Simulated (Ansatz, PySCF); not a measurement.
C3HF4, SMILES FC(F)(C(=[CH])F)F, multiplicity 2. Atoms are numbered in the order given.

```xyz
8

C     -1.9700     0.4903    -0.3326
C     -0.9472    -0.1478     0.1855
F     -1.0579    -1.1337     1.0815
C      0.5055     0.1339    -0.1508
F      1.0949    -0.9549    -0.6592
F      1.1859     0.4911     0.9450
F      0.6000     1.1224    -1.0473
H     -2.1767     1.2865    -1.0395
```
Charge 0, spin multiplicity 2.

Coordinates come from a B3LYP-D3(BJ)/def2-SVP optimisation. The isomer is the one that the SMILES or the coordinates give; other isomers of the formula were not compared.

Two levels are set side by side: PBE-D3(BJ)/def2-SVP (Ansatz, an electronic-structure program) and B3LYP-D3(BJ)/def2-SVP (Ansatz). Each level has its own optimised geometry; the coordinates shown are those of the second. Frequencies come from the Hessian of PySCF at each geometry. Differences are taken from unrounded values.

```json
[
 {"quantity": "mean bond length (Å)", "B3LYP-D3(BJ)": "1.324", "PBE-D3(BJ)": "1.332", "PBE-D3(BJ) minus B3LYP-D3(BJ)": "0.008"},
 {"quantity": "bond C1–C2 (Å)", "B3LYP-D3(BJ)": "1.312", "PBE-D3(BJ)": "1.321", "PBE-D3(BJ) minus B3LYP-D3(BJ)": "0.008"},
 {"quantity": "bond C2–F3 (Å)", "B3LYP-D3(BJ)": "1.337", "PBE-D3(BJ)": "1.344", "PBE-D3(BJ) minus B3LYP-D3(BJ)": "0.007"},
 {"quantity": "bond C2–C4 (Å)", "B3LYP-D3(BJ)": "1.517", "PBE-D3(BJ)": "1.523", "PBE-D3(BJ) minus B3LYP-D3(BJ)": "0.006"},
 {"quantity": "bond C4–F5 (Å)", "B3LYP-D3(BJ)": "1.338", "PBE-D3(BJ)": "1.349", "PBE-D3(BJ) minus B3LYP-D3(BJ)": "0.010"},
 {"quantity": "bond C4–F6 (Å)", "B3LYP-D3(BJ)": "1.338", "PBE-D3(BJ)": "1.349", "PBE-D3(BJ) minus B3LYP-D3(BJ)": "0.011"},
 {"quantity": "bond C4–F7 (Å)", "B3LYP-D3(BJ)": "1.338", "PBE-D3(BJ)": "1.347", "PBE-D3(BJ) minus B3LYP-D3(BJ)": "0.010"},
 {"quantity": "bond C1–H8 (Å)", "B3LYP-D3(BJ)": "1.085", "PBE-D3(BJ)": "1.092", "PBE-D3(BJ) minus B3LYP-D3(BJ)": "0.007"},
 {"quantity": "highest harmonic wavenumber (cm⁻¹)", "B3LYP-D3(BJ)": "3323", "PBE-D3(BJ)": "3266", "PBE-D3(BJ) minus B3LYP-D3(BJ)": "-58"},
 {"quantity": "mean harmonic wavenumber (cm⁻¹)", "B3LYP-D3(BJ)": "884", "PBE-D3(BJ)": "853", "PBE-D3(BJ) minus B3LYP-D3(BJ)": "-31"},
 {"quantity": "zero-point energy (kcal/mol)", "B3LYP-D3(BJ)": "22.75", "PBE-D3(BJ)": "21.95", "PBE-D3(BJ) minus B3LYP-D3(BJ)": "-0.80"}
]
```

Exact exchange shortens and stiffens bonds; PBE has none. Differences between two approximate levels are no errors against the true value.
